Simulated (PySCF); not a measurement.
Problem. What does the PBE0-D3(BJ)/def2-SVP structure of InChI=1S/C3H7NSi/c1-2-3-4-5/h2-3H,1H2,5H3/b4-3+ look like in three dimensions?

Solution. 
```
atom  x, y, z in Å
C1    -2.4634    0.8397    0.4487
C2    -1.6151   -0.0681   -0.0498
C3    -0.1636    0.0812    0.0505
N4     0.6461   -0.7771   -0.4210
Si5    2.3884   -0.6617   -0.3493
H6    -3.5466    0.7211    0.3694
H7    -2.0949    1.7376    0.9563
H8    -1.9679   -0.9700   -0.5599
H9     0.1687    1.0082    0.5735
H10    2.9160   -1.8712    0.3467
H11    2.8583    0.5692    0.3754
H12    2.9177   -0.6393   -1.7442
```

Orientation and origin are arbitrary. Atoms count from 1 in this order. Of the pairs four or more bonds apart, H7···H9 is among the closest relative to their van der Waals radii: 2.41 Å, 100 % of the sum of Bondi's values. Si5 (SiH3 silicon) is tetrahedral (angles from 108.4° to 112.7°). N4 (C=N nitrogen) is bent (angle 125.1°). The 5 heavy atoms lie in one plane (0.002 Å rms).

Bonds between heavy atoms (Å): C1=C2 1.339, C2–C3 1.463, C3=N4 1.271, N4–Si5 1.748.

Computed, not measured: PySCF, PBE0-D3(BJ)/def2-SVP geometry optimisation, gas phase.

Point group: Cs (every atom within 0.08 Å of its image). Whether it is a minimum is left open (no frequencies). The numbers are those of one conformer (C1–C2–C3–N4 180°).

Hardware: an Arm Neoverse N1 with one thread, on a shared host. Cost: 59 s wall, 0.44 GiB resident at most. That covers the optimisation of the geometry.
